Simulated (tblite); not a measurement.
C7H15P.
Geometry (GFN2-xTB, Å), atoms numbered from 1 in this order:
```xyz
23
C7H15P angstrom
C      3.5042    0.2724   -0.3137
C      2.5606   -0.8368   -0.6290
C      1.2423   -0.7179   -0.7364
P      0.3079    0.8362   -0.6217
C     -1.3112    0.2159    0.1348
C     -1.0710   -0.6691    1.3551
C     -2.1034   -0.5385   -0.9315
C     -2.0868    1.4682    0.5490
H      2.9956    1.2338   -0.3478
H      3.9376    0.1324    0.6776
H      4.3225    0.2817   -1.0325
H      3.0188   -1.8106   -0.7618
H      0.6538   -1.5811   -1.0255
H      0.8341    1.2449    0.6118
H     -0.5086   -1.5629    1.0930
H     -2.0247   -0.9791    1.7819
H     -0.5144   -0.1276    2.1187
H     -2.2447    0.0876   -1.8116
H     -3.0835   -0.8183   -0.5469
H     -1.5901   -1.4481   -1.2380
H     -3.0527    1.1949    0.9721
H     -1.5336    2.0353    1.2966
H     -2.2572    2.1137   -0.3113
```

All values are computed: GFN2-xTB (tblite) harmonic vibrations without scaling, gas phase. The method is semi-empirical: single wavenumbers can be off by several per cent or more. Modes of hydrogen on phosphorus can be 10 to 20 % off. One conformer, not necessarily the lowest.

Harmonic wavenumbers (cm⁻¹): 26.4, 68.0, 94.2, 141.4, 181.9, 202.7, 219.7, 232.0, 266.9, 277.5, 340.9, 367.2, 389.8, 403.3, 516.2, 615.0, 676.5, 745.0, 842.3, 858.4, 881.8, 909.8, 959.3, 961.7, 964.8, 979.6, 1024.9, 1031.0, 1036.2, 1069.6, 1197.8, 1219.9, 1227.6, 1237.9, 1313.1, 1397.2, 1405.7, 1405.9, 1426.4, 1468.7, 1477.9, 1486.2, 1488.3, 1488.9, 1500.8, 1503.3, 1506.8, 1674.7, 2228.9, 2987.7, 2999.1, 3002.9, 3007.6, 3009.1, 3011.5, 3013.7, 3015.1, 3015.3, 3020.2, 3022.4, 3025.1, 3031.2, 3035.0.

A = 3196, B = 905.1, C = 866.7 MHz; mass 130.091 u (most abundant isotopes); point group C1, symmetry number 1.

Problem. Zero-point energy?

Solution. ½Σν̃ = 43568 cm⁻¹ = 124.57 kcal/mol.

Problem. Give the ideal-gas entropy at 298.15 K and 1 bar in the rigid-rotor, harmonic-oscillator model (classical rotation).

Solution. Translation 40.53, rotation 29.24, vibration 35.67: S = 105.4 cal/(mol K).

Problem. And Cp and H(298.15 K) − H(0)?

Solution. Cp = 43.59 cal/(mol K), of which vibrations give 35.64 (their classical limit is 63 R = 125.2); H(298.15 K) − H(0) = 7.89 kcal/mol without the zero-point energy, 5.52 from vibrations.

Problem. How do the functions run with temperature in this model?

Solution. 
| T (K) | S (cal/(mol K)) | Cp (cal/(mol K)) | H − H(0) (kcal/mol) | G − H(0) (kcal/mol) | ln q(vib) |
| --- | --- | --- | --- | --- | --- |
| 50 | 60.0 | 13.9 | 0.53 | -2.47 | 0.88 |
| 100 | 71.9 | 21.3 | 1.41 | -5.78 | 2.33 |
| 373.15 | 116.1 | 52.0 | 11.47 | -31.86 | 10.96 |
| 500 | 133.2 | 64.8 | 18.90 | -47.69 | 14.82 |
| 750 | 163.3 | 83.8 | 37.64 | -84.84 | 22.13 |
| 1000 | 189.3 | 96.8 | 60.32 | -129.00 | 28.96 |

q(vib) and H(0) count from the zero-point level.

Problem. What must be added to the electronic energy to get the Gibbs energy at 298.15 K and 1 bar?

Solution. ZPE + [H(298.15 K) − H(0)] − T·S = 124.57 + 7.89 − 31.44 = 101.02 kcal/mol.

Hindered rotation and anharmonicity are outside this model. Other conformers, if any are populated, would add a mixing term that is left out. The structure is chiral; the term R ln 2 for an equal mix with its mirror image is left out.
